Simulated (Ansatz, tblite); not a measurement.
Cost and result up the ladder for the cluster NaI2 (the lowest doublet isomer of a short search) (3 atoms). Charge 0, multiplicity 2. Geometry: B3LYP-D4/def2-TZVP.

```xyz
3

Na   -0.8706   -0.4415   -1.2243
I     1.7476    0.4872   -0.4178
I    -0.8770   -0.0457    1.6421
```

Ansatz on 4 threads of Arm Neoverse V1 on a shared host; xTB runs through tblite on one thread. Times are rough, summed over both states, and most runs start from the orbitals of an earlier one. No level here is sound enough to serve as a yardstick. The other state is a singlet.

In the def2 sets I takes a core potential; there is no spin–orbit coupling. The xTB rows come from tblite. Correlated methods freeze 9 core orbitals; core or outer-core shells of Na, I are correlated, in sets that lack core-valence functions. The structure comes from a short search, and lower isomers may exist.

Run but left out: HF/def2-TZVPP (charge +1 singlet: restricted singlet, unstable towards broken spin symmetry).

Correlated methods converge slowly with the basis.

Raw xTB energies of ions are shifted by several eV, and xTB has no spin-polarisation term.

```
                            level  functions  wall time  vertical IE (eV)                                     remarks
                         GFN1-xTB         22    0.004 s             12.04                                           –
                         GFN2-xTB         22    0.004 s             12.99                                           –
                 PBE-D4/def2-TZVP        132      2.8 s              8.13  restricted SCF unstable in HF (+1 singlet)
                PBE0-D4/def2-TZVP        132      4.3 s              8.39  restricted SCF unstable in HF (+1 singlet)
r2SCAN-D4/def2-TZVP (with forces)        132      6.4 s              8.38  restricted SCF unstable in HF (+1 singlet)
               CCSD(T)/def2-TZVPP        132       63 s              7.93        restricted SCF unstable (+1 singlet)
```
